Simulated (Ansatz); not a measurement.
Task: Name a neutral molecule of C, Ga, Ge, O and H with LUMO energy (PBE0/def2-TZVPP) between -2.15 and -1.85 eV and LUMO energy (ωB97M-V/def2-TZVPP) between -0.50 and -0.20 eV (Ansatz, PBE0-D4/def2-TZVP geometry).

Result: `C[CH2][GeH]([GaH2])[O]C` (-2.09 eV, -0.38 eV). Other molecules can fit too; these were computed, each in one conformer that needn't be the lowest.
